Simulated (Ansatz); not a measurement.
Molecule: VO$_{2}$, net charge 0, doublet state. The spin state was set by rule; other spins were not relaxed. 
Coordinates optimised at B3LYP-D3(BJ)/def2-TZVP (Ansatz, a program for electronic structure):
SMILES: [O]=[V]=[O]
```xyz
3

V      0.2010    -0.1990     0.2072
O      0.7601     0.4545    -1.1536
O     -1.3380     0.1178     0.5577
```
Charge 0, spin multiplicity 2.

Wanted: atomisation energy (electronic, to ground-state atoms), in kJ/mol. Cores are frozen in the correlated levels unless marked. UHF or UKS for open shells. No spin-orbit coupling. Frozen are the shells of the preceding noble gas and the d and f shells that filled before the atom's block. Non-relativistic.  The program attaches cautions to a run behind HF/STO-3G: large difference. The program attaches cautions to a run behind HF/def2-SVP: large difference. The program attaches cautions to a run behind HF/def2-SVPD: large difference. The program attaches cautions to a run behind MP2/STO-3G: large difference. The program attaches cautions to a run behind MP2/def2-SVP: large difference. The program attaches cautions to a run behind CCSD/def2-TZVPPD: large difference. The program attaches cautions to a run behind CCSD(T)/def2-TZVPP: large difference.

| level | program | atomisation energy (kJ/mol) |
|---|---|---|
| HF/STO-3G | Ansatz | 524.2 |
| HF/def2-SVP | Ansatz | 241.1 |
| HF/def2-SVPD | Ansatz | 254.0 |
| HF/def2-QZVPP | Ansatz | 261.3 |
| PBE-D3(BJ)/def2-TZVPD | Ansatz + dftd3 | 1381.2 |
| BLYP-D3(BJ)/def2-TZVPD | Ansatz + dftd3 | 1333.1 |
| BLYP/def2-TZVPD | Ansatz | 1324.8 |
| r2SCAN-D4/def2-TZVPD | Ansatz + dftd4 | 1261.1 |
| B3LYP-D3(BJ)/def2-TZVPD | Ansatz + dftd3 | 1165.6 |
| PBE0/STO-3G | Ansatz | 1506.3 |
| PBE0-D4/def2-TZVP | Ansatz + dftd4 | 1140.4 |
| LC-wPBE-D3(BJ)/def2-TZVPD | Ansatz + dftd3 | 1168.1 |
| LC-wPBE/def2-TZVPD | Ansatz | 1164.4 |
| B2GP-PLYP-D4/def2-TZVPD | Ansatz + dftd4 | 1161.7 |
| B2PLYP/def2-TZVPD | Ansatz | 1206.9 |
| MP2/STO-3G | Ansatz | 949.0 |
| MP2/def2-SVP | Ansatz | 734.8 |
| RI-MP2/def2-TZVPPD | Ansatz | 836.8 |
| CCSD/def2-TZVPPD | Ansatz | 964.8 |
| CCSD(T)/def2-TZVPP | Ansatz | 1090.5 |

The UHF reference is spin-contaminated (<S^2> 0.78 over the pure value in the largest basis). The T1 diagnostic of CCSD in the largest basis is 0.117, which is high, so the coupled-cluster rows are less sure than usual.
